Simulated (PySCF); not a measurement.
HgO⁺: from constants to spectrum

ROHF-CCSD(T) constants of HgO⁺, ²Π (doublet), unpaired electrons π ↑ (PySCF, scalar-relativistic core potentials, basis sets Hg def2-SVP with ECP60, O def2-SVP; masses 201.9706 and 15.9949 u):

- ωe: 383.8 cm⁻¹
- ωexe: 5.15 cm⁻¹
- Be: 0.2612 cm⁻¹
- αe: 0.00365 cm⁻¹
- D (centrifugal): 4.84e-07 cm⁻¹
- De to Hg⁺ + O: 0.59 eV

Task: Give the vibrational terms G(v) and spacings up to v = 3.

Result: G(v) = ωe(v+½) − ωexe(v+½)².

```csv
v,G(v) (cm⁻¹),G(v) − G(v−1),Bv (cm⁻¹)
0,191,,0.2594
1,564,374,0.2557
2,927,363,0.2521
3,1280,353,0.2484
```

Task: How well does the Morse estimate ωe²/(4ωexe) reproduce De, and what is D0?

Result: It gives 0.89 eV, 150 % of the computed De. D0 = De − G(0) = 0.59 − 0.02 = 0.57 eV.

Correlated steps freeze 1 core orbital. Correlated levels converge slowly with the basis: in double zeta they bind strong bonds too weakly, by up to about 1 eV, and carry superposition errors of some tenths. These are scalar-relativistic numbers at best; spin–orbit coupling would shift them, the dissociation energy most. For an ion De counts to the pair picked by the measured ionisation energies or electron affinities, which need not be the lowest pair at this level. The state was picked by a PBE0 search and need not be the measured ground state.
